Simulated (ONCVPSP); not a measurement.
## Transferability test, ONCV potential for Al

| Item | Value |
| --- | --- |
| Element | aluminium (Al) |
| Generator | ONCVPSP 4.0.1 |
| Type | optimised norm-conserving Vanderbilt (ONCV) |
| Functional | PBE |
| Relativity | scalar-relativistic |
| Frozen core | [He] |
| Valence charge | 11 |
| Reference configuration | 2s2 2p6 3s1 (charge +2) |
| Partial waves | 2s+3s: rc 0.40 bohr, ncon 3, nbas 7, qcut 32.6 1/bohr, 2 projectors; 2p: rc 0.60 bohr, ncon 3, nbas 7, qcut 20.3 1/bohr, 3 projectors, debl 2.5 Ha |
| Local potential | polynomial inside 0.40 bohr (lpopt 5, dvloc0 6 Ha) |
| Core correction | none |

In the p channel the program set the typed energies aside and used -3.317, 0.250, 2.750 Ha.

Energies are relative to the spin-unpolarised reference configuration 2s2 2p6 3s1; without spin polarisation the order of configurations can differ from experiment.

| valence configuration | charge | ΔE all-electron (eV) | error AE − PS (meV) |
| --- | --- | --- | --- |
| 2s2 2p6 3s2 | +1 | -19.225 | -0.2 |
| 2s2 2p5 3s2 3p1 | +1 | 57.827 | +8.1 |

Q: What are ΔE and the potential's error for 2s2 2p6 3s2 3p1?

A: ΔE = -24.987 eV all-electron; the error (AE − PS) is +0.1 meV.

Q: What are ΔE and the potential's error for 2s2 2p6 3s0?

A: ΔE = 28.442 eV all-electron; the error (AE − PS) is +0.6 meV.

Note: ghosts flagged at negative energy: s at -1243.0 eV; no localised positive-energy state flagged. A true bound ghost makes a file unfit for plane-wave use.
